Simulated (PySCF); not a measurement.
**Polarisability and C₆ of Cu²⁺ (copper, charge +2)**

[Ar] 3d9, 2D determinant. Computed with PySCF 2.14 in dyall-av2z (16s12p7d2f, 101 functions), with no relativity, point nucleus. Coupled (time-dependent) response in atomic units; α is the mean over directions. A double-zeta set is small for polarisabilities.

| method | mean α (bohr³) | α xx, yy, zz | C₆ (like pair) | S(−4) |
| --- | --- | --- | --- | --- |
| UHF | 2.357 | 2.267, 2.267, 2.537 | 6.027 | 2.318 |
| PBE | 3.063 | 2.934, 2.934, 3.320 | 8.149 | 5.037 |
| PBE0 | 2.819 | 2.704, 2.704, 3.051 | 7.413 | 3.925 |

S(−4) is the Cauchy moment in α(ω) = α(0) + S(−4) ω² + …

α(iu) at UHF:

| u (hartree) | α(iu) (bohr³) |
| --- | --- |
| 0 | 2.357 |
| 0.0500 | 2.351 |
| 0.100 | 2.334 |
| 0.200 | 2.270 |
| 0.300 | 2.177 |
| 0.500 | 1.952 |
| 0.750 | 1.678 |
| 1.00 | 1.447 |
| 1.50 | 1.103 |
| 2.00 | 0.8650 |
| 3.00 | 0.5746 |
| 5.00 | 0.3180 |

For an ion, C₆ is the dispersion term alone; charge-induced terms of lower order in 1/R come first.

The components differ because the open shell of this determinant is not spherical; for a pure term their mean is the scalar polarisability.
